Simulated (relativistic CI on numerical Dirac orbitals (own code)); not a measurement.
Mn6+: resonant inelastic scattering at the L2,3 edge

Computed with this model: Dirac-Coulomb-Breit CI, orbitals from a KLI potential per configuration, QED by a radiative potential, valence Slater integrals scaled by 0.8, Kramers-Heisenberg scattering through one core-hole configuration in a parametric crystal field; configurations [Ar] 3d → [He] 2s2 2p5 3s2 3p6 3d2; 10 K; core-hole width 0.6 eV; summed over polarisations. Incident energies are the highest absorption maxima for each field (at most a few, so the weaker spin-orbit partner edge can be absent), on the computed scale of the free ion. Intensities are in per cent of the strongest line above 0.02 eV; levels within 1 cm⁻¹ are merged; final levels count from the ground level, the first row holds all elastic scattering, lines under 0.4 are left out and each table stops after 24 rows. The scale of the Slater integrals is a model choice and moves the terms in proportion.

Field parameters in Wybourne normalisation: Td as Oh with Dq negative (B⁴₀ = 21Dq, B⁴₄ = √(5/14) B⁴₀). The field is a parameter set, without covalency.

S is read from ⟨S²⟩ = S(S + 1).

Td, 10Dq = -2600 cm⁻¹:

```
Final level (eV)  Degeneracy  Irrep     S  659 eV  667.9 eV  668.3 eV
           0.000           4     Γ8  0.50   123.3     160.0     181.1
           0.330           4     Γ8  0.50    22.5     100.0      94.6
           0.407           2     Γ7  0.50    39.8      39.9      47.2
```

Td, 10Dq = -5900 cm⁻¹:

| Final level (eV) | Degeneracy | Irrep | S | 658.7 eV | 668 eV | 668.6 eV |
| --- | --- | --- | --- | --- | --- | --- |
| 0.000 | 4 | Γ8 | 0.50 | 71.2 | 286.0 | 142.1 |
| 0.717 | 4 | Γ8 | 0.50 | 14.7 | 100.0 | 80.1 |
| 0.805 | 2 | Γ7 | 0.50 | 25.0 | 29.2 | 36.4 |

Td, 10Dq = -9200 cm⁻¹:

| Final level (eV) | Degeneracy | Irrep | S | 658.6 eV | 664.8 eV | 668.2 eV |
| --- | --- | --- | --- | --- | --- | --- |
| 0.000 | 4 | Γ8 | 0.50 | 120.0 | 15.4 | 339.4 |
| 1.120 | 4 | Γ8 | 0.50 | 18.5 | 7.8 | 100.0 |
| 1.211 | 2 | Γ7 | 0.50 | 12.7 | 0.5 | 19.6 |

For the first field the strongest loss at the lowest incident energy is the level at 0.41 eV (S = 0.50, against 0.50 in the thermal ground state).
